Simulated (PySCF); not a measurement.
A structure optimised at PBE-D3(BJ)/def2-SVP, used in a PySCF frequency run:

```xyz
12

F      2.1185    -0.5623    -0.2076
Si     0.9342     0.4757     0.2668
C     -0.7083    -0.3842     0.3830
C     -1.9735     0.4445     0.1721
C     -1.5694    -0.5693    -0.8577
H      0.8247     1.5605    -0.7702
H      1.3595     1.0420     1.5920
H     -0.7871    -1.1804     1.1436
H     -2.8350     0.2245     0.8215
H     -1.8677     1.5132    -0.0798
H     -2.1521    -1.5005    -0.9339
H     -1.1813    -0.2050    -1.8234
```
Charge 0, spin multiplicity 1.

Write its SMILES and formula.

F[SiH2]C1CC1, C3H7FSi

What are its rotational constants (standard atomic weights)?

9.6126, 2.2302, 2.0096 GHz
